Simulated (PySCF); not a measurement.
Ligand exchange on a metal centre used in film growth or etching (Zr Cl-NH2). Isolated molecules, 0 K electronic values unless said otherwise. One relaxed conformer stands for each flexible species; it need not be the lowest.

The HOMO–LUMO gap from two functionals at the same geometries (TPSS-D3(BJ)/def2-SVP), both in PySCF: PBE-D3(BJ)/def2-TZVP and TPSSh-D3(BJ)/def2-TZVP. 

```tsv
species	PBE-D3(BJ)/def2-TZVP (eV)	TPSSh-D3(BJ)/def2-TZVP (eV)
0 of 4 Cl replaced by NH2 ([Zr(Cl)4])	4.77	5.78
2 of 4 Cl replaced by NH2 ([Zr(Cl)2(NH2)2])	3.75	4.79
3 of 4 Cl replaced by NH2 ([Zr(Cl)(NH2)3])	4.55	5.60
4 of 4 Cl replaced by NH2	4.46	5.54
```

Over these rows, drawn at random from the members with no instability flagged (it was tested for open shells, ions and some series alone), PBE minus TPSSh-D3(BJ): mean -1.05 eV, from -1.08 eV to -1.01 eV.
